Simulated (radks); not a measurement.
Initial-state core-level shifts of neutral rhenium when its valence configuration changes from [Xe] 4f14 5d5 6s2. All-electron calculation, scalar-relativistic Kohn-Sham, SCAN, spin-unpolarised, spherical densities, finite nucleus; meta-GGA in the generalised Kohn-Sham scheme; Fermi nuclear charge, rms radius 5.3698 fm. Program: a radial shooting solver on a logarithmic mesh with Libxc functionals. Shifts are changes of the shell-averaged eigenvalues in eV (positive: less bound); the change of the density at the nucleus, which sets a Mossbauer isomer shift, is in e/bohr^3, on a base of 1.648e+06.

valence,1s,2p,3d,4s,density at nucleus
4f14 5d3 6s2 6p2,-8.872,-9.080,-9.023,-8.960,+68.5
4f14 5d4 6s2 6p1,-4.333,-4.425,-4.405,-4.382,+31.7
4f14 5d5 6s1 6p1,-1.797,-1.761,-1.773,-1.794,-100.1
4f12 5d3 6s2 6p4,-40.857,-43.060,-46.030,-42.908,+365.5
4f14 5d6 6s1,+2.159,+2.265,+2.248,+2.216,-114.8
4f12 5d5 6s2 6p2,-30.813,-32.674,-35.776,-32.866,+286.6
4f13 5d5 6s2 6p1,-14.842,-15.721,-17.214,-15.931,+134.1
4f12 5d7 6s2,-21.012,-22.631,-25.801,-23.012,+194.9
4f14 5d4 6s1 6p2,-5.922,-5.984,-5.976,-5.973,-83.9
